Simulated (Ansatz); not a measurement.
Total energies of the cluster CrO₃⁻ (the lowest doublet isomer of a short search) from Ansatz at r2SCAN-D4/def2-TZVPD, gas phase (1 Eh = 27.2114 eV = 2625.5 kJ/mol). The reference geometry is relaxed at PBE-D4/def2-TZVPD.

Cartesian coordinates in Å:
```
Cr 0.0001 0.0023 0.0030
O -1.0217 1.0169 -0.7716
O 1.6155 0.1643 -0.1908
O -0.5938 -1.1835 0.9595
```

```
            state                      geometry  energy (Eh)
charge -1 doublet                     reference  -1270.27257
 charge 0 singlet                     reference  -1270.13206
charge -1 quartet  relaxed at PBE-D4/def2-TZVPD  -1270.19574
 charge -1 sextet  relaxed at PBE-D4/def2-TZVPD  -1270.08955
```

(1) Work out the vertical ionisation energy to the singlet.

(2) Which of the charge -1 states is lowest, and how far above it are the others?

(1) E(charge 0 singlet) − E(charge -1 doublet) = -1270.13206 − (-1270.27257) = 0.14051 Eh = 3.82 eV. For comparison, −ε of the highest occupied level of the spin that leaves is 0.85 eV at this level, 2.97 eV less.

(2) The doublet. quartet: -1270.19574 − (-1270.27257) = 0.07683 Eh = 201.7 kJ/mol; sextet: -1270.08955 − (-1270.27257) = 0.18302 Eh = 480.5 kJ/mol.

At r2SCAN-D4/def2-TZVPD the highest occupied level of the charge -1 quartet lies above zero (up to 0.31 eV). It is a level of α spin, whose loss leaves a triplet; that state wasn't run at this geometry and level. The electron is either unbound and held by the finite basis, or the level is raised by self-interaction error. At r2SCAN-D4/def2-TZVPD the highest occupied level of the charge -1 sextet lies above zero (up to 0.63 eV). It is a level of α spin, whose loss leaves a quintet; that state wasn't run at this geometry and level. The electron is either unbound and held by the finite basis, or the level is raised by self-interaction error. 

The structure comes from a short search, and lower isomers may exist.
